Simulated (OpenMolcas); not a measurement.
## Au3+: ligand-field states by method

Au3+ with its 6 nearest fluoride ions at 2.113 Å, on the Zn site of KZnF3 (a = 4.054 Å, distance in the model lattice 2.027 Å). The rest of the host is ab initio model potentials to 7.6 Å, with orthogonalisation functions on the cations behind the ligands, and point charges beyond; the distance is set by hand and nothing relaxes, and no local charge compensation is placed. Ligand basis ANO-RCC-VDZP.
```
Au    0.0000    0.0000    0.0000
F     2.1130    0.0000    0.0000
F     0.0000    2.1130    0.0000
F    -2.1130    0.0000    0.0000
F     0.0000   -2.1130    0.0000
F     0.0000    0.0000    2.1130
F     0.0000    0.0000   -2.1130
```

```
Program             : OpenMolcas 26.06
Basis               : ANO-RCC-VTZP [8s7p5d3f1g]
Scalar Hamiltonian  : DKH2, point nucleus
Active space        : 8 electrons in 5 orbitals (5d)
State averaging     : 2S+1 = 3 even, 10 roots; 2S+1 = 1 even, 15 roots
Spin-orbit coupling : state interaction with AMFI integrals over the reference wave functions
```

I. CASSCF
II. SS-CASPT2, IPEA 0.25 Eh, imaginary shift 0.1 Eh (closed shells correlated: 5s 5p and the ligand valence shells)

Spin-free states (labels of O, the rotations of Oh) in cm-1, each column counted from its own energy of the first state listed:

```json
{"State": "3A2", "Degeneracy": "1", "I": "0", "II": "0"}
{"State": "1E", "Degeneracy": "2", "I": "11995", "II": "5730"}
{"State": "3T2", "Degeneracy": "3", "I": "19466", "II": "22680"}
{"State": "1A1", "Degeneracy": "1", "I": "21852", "II": "13130"}
{"State": "3T1", "Degeneracy": "3", "I": "27266", "II": "28200"}
{"State": "1T2", "Degeneracy": "3", "I": "30712", "II": "28600"}
{"State": "1T1", "Degeneracy": "3", "I": "34549", "II": "30850"}
{"State": "3T1", "Degeneracy": "3", "I": "42741", "II": "47250"}
{"State": "1T2", "Degeneracy": "3", "I": "52532", "II": "52920"}
{"State": "1E", "Degeneracy": "2", "I": "52692", "II": "52690"}
{"State": "1A1", "Degeneracy": "1", "I": "70670", "II": "64160"}
```

From I to II, I's first state of the same spin (3T2) moves from 19466 to 22680 cm-1, by about +3200 cm-1.

From I to II, I's first state of another spin (1E) moves from 11995 to 5730 cm-1, by about -6300 cm-1.

I: A least-squares ligand-field fit to the states below 45000 cm-1, each weighted by its degeneracy and with a free common offset, gives 10Dq = 19107 cm-1, B = 822 cm-1 and C = 2689 cm-1 (C/B = 3.27), with an rms deviation of 124 cm-1. The same method and metal basis give the free ion B = 937 cm-1 (fit to its terms below 60000 cm-1, rms deviation 6 cm-1), so the nephelauxetic ratio is β = 822 / 937 = 0.88; it hangs on how both fits weigh the states, and computed free-ion B values tend to be too large, so β mixes covalency with correlation.

χT at 300 K: I 1.59, II 1.52 cm3 K/mol.

The states above are spin-free; spin-orbit coupling is strong here and shifts and splits them by thousands of cm-1.

Roots that are degenerate in the reference are averaged as groups; the widest CASPT2 spread within a group is 88 cm-1 (the 3-fold group of multiplicity 1 near 28600 cm-1 above the lowest state of its run, II). Shifts and gaps below about the spread of the groups concerned are not significant. Over all roots computed the reference weight is 0.69 to 0.72 in II; a low but even weight reflects the number of correlated electrons. Real 4d8 and 5d8 ions are as a rule square planar and diamagnetic. The least metal-like active orbital is 78 % on the metal (Löwdin) and no ligand orbital is active, so the numbers are rough. Ligand-to-metal charge-transfer states are missing. With no ligand orbital active B as a rule stays too high, so bands that hang on it stand too high and its fall with covalency is understated. Without dynamic correlation the repulsion within the d shell is too large (B by tens of per cent), so at a given field states of lower spin stand too high (holds for I). With metal d orbitals alone the field can be off either way by tens of per cent (holds for I). With one d shell and no ligand orbital active, 10Dq can be off by a tenth or more (holds for II). No measured value stands beside these numbers; the geometry was set by hand and not optimised.
